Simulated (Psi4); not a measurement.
C₃H₉Ga, triplet, geometry from GFN2-xTB (such geometries of metal compounds can be far from the true shape) (a higher spin typed on purpose: for a closed-shell molecule this is an excited state); HF/STO-3G (Psi4 1.11).

The Psi4 input:
```
memory 2 GB

molecule mol {
0 3
  Ga   -0.292040    0.332484    0.325080
  C    -0.812222   -1.791253   -0.372642
  H    -0.101498   -2.123809   -1.118283
  H    -1.785972   -1.586213   -0.808096
  H    -0.878857   -2.469021    0.469292
  C     0.080373    1.489137   -1.436293
  H     0.580763    0.842654   -2.160142
  H     0.727524    2.341576   -1.223313
  H    -0.843394    1.862415   -1.881186
  C     1.655189   -0.781882    0.809378
  H     2.222460    0.041712    1.233297
  H     2.091655   -1.133473   -0.117062
  H     1.500505   -1.578868    1.525357
}

set basis sto-3g
set reference uhf

energy('scf')
print_variables()
```

What does Psi4 print? Leave out banner, timings and long lists.


```
   => Loading Basis Set <=

    Name: STO-3G
    Role: ORBITAL
    Keyword: BASIS

         ---------------------------------------------------------
                                   SCF
               by Justin Turney, Rob Parrish, Andy Simmonett
                          and Daniel G. A. Smith
                              UHF Reference
         ---------------------------------------------------------

  ==> Geometry <==

    Molecular point group: c1
    Full point group: C1

    Geometry (in Angstrom), charge = 0, multiplicity = 3:

       Center              X                  Y                   Z               Mass
    ------------   -----------------  -----------------  -----------------  -----------------
         GA          -0.243720166412     0.279184861125     0.269818602192    68.925573500000
         C           -0.763902166412    -1.844552138875    -0.427903397808    12.000000000000
         H           -0.053178166412    -2.177108138875    -1.173544397808     1.007825032230
         H           -1.737652166412    -1.639512138875    -0.863357397808     1.007825032230
         H           -0.830537166412    -2.522320138875     0.414030602192     1.007825032230
         C            0.128692833588     1.435837861125    -1.491554397808    12.000000000000
         H            0.629082833588     0.789354861125    -2.215403397808     1.007825032230
         H            0.775843833588     2.288276861125    -1.278574397808     1.007825032230
         H           -0.795074166412     1.809115861125    -1.936447397808     1.007825032230
         C            1.703508833588    -0.835181138875     0.754116602192    12.000000000000
         H            2.270779833588    -0.011587138875     1.178035602192     1.007825032230
         H            2.139974833588    -1.186772138875    -0.172323397808     1.007825032230
         H            1.548824833588    -1.632167138875     1.470095602192     1.007825032230

  Running in c1 symmetry.

  Rotational constants: A =      0.15592  B =      0.10812  C =      0.08848 [cm^-1]
  Rotational constants: A =   4674.43126  B =   3241.30186  C =   2652.63859 [MHz]
  Nuclear repulsion =  250.480792934888370

  Charge       = 0
  Multiplicity = 3
  Electrons    = 58
  Nalpha       = 30
  Nbeta        = 28

  ==> Algorithm <==

  SCF Algorithm Type is DF.
  DIIS enabled.
  MOM disabled.
  Fractional occupation disabled.
  Guess Type is SAD.
  Energy threshold   = 1.00e-06
  Density threshold  = 1.00e-06
[...]
   @DF-UHF iter  24: -2018.37739327153895    1.01160e-06   9.83401e-07 DIIS
   @DF-UHF iter  25: -2018.37739308167966    1.89859e-07   6.41617e-07 DIIS
  Energy and wave function converged.

  ==> Post-Iterations <==

   @Spin Contamination Metric:   3.185947474E-02
   @S^2 Expected:                2.000000000E+00
   @S^2 Observed:                2.031859475E+00
   @S   Expected:                1.000000000E+00
   @S   Observed:                1.000000000E+00

    Orbital Energies [Eh]
    ---------------------

    Alpha Occupied:

[...]
    Alpha Virtual:

[...]
    Beta Occupied:

[...]
      28A     -0.262581

    Beta Virtual:

[...]
    Final Occupation by Irrep:
              A
    DOCC [    28 ]
    SOCC [     2 ]
    NA   [    30 ]
    NB   [    28 ]

  @DF-UHF Final Energy: -2018.37739308167966

   => Energetics <=

    Nuclear Repulsion Energy =            250.4807929348883704
    One-Electron Energy =               -3308.0905691794905579
    Two-Electron Energy =                1039.2323831629223605
    Total Energy =                      -2018.3773930816796565

  UHF NO Occupations:
  HONO-2 :   28  A 1.9862779
  HONO-1 :   29  A 1.0000000
  HONO-0 :   30  A 1.0000000
  LUNO+0 :   31  A 0.0137221
  LUNO+1 :   32  A 0.0020938
  LUNO+2 :   33  A 0.0000765
  LUNO+3 :   34  A 0.0000434

Computation Completed

Properties will be evaluated at   0.000000,   0.000000,   0.000000 [a0]

Properties computed using the SCF density matrix

 Multipole Moments:

 ------------------------------------------------------------------------------------
     Multipole            Electronic (a.u.)      Nuclear  (a.u.)        Total (a.u.)
 ------------------------------------------------------------------------------------

 L = 1.  Multiply by 2.5417464519 to convert [e a0] to [Debye]
 Dipole X            :         -5.3675220            5.2960262           -0.0714958
 Dipole Y            :          6.0247728           -5.8418257            0.1829471
 Dipole Z            :          6.0583297           -6.0568728            0.0014568
 Magnitude           :                                                    0.1964266

 ------------------------------------------------------------------------------------

  Variable Map:
  ----------------------------------------------------------------------------
[...]
  Array Variable Map:
  ----------------------------------------------------------------------------
[...]
[...]
```
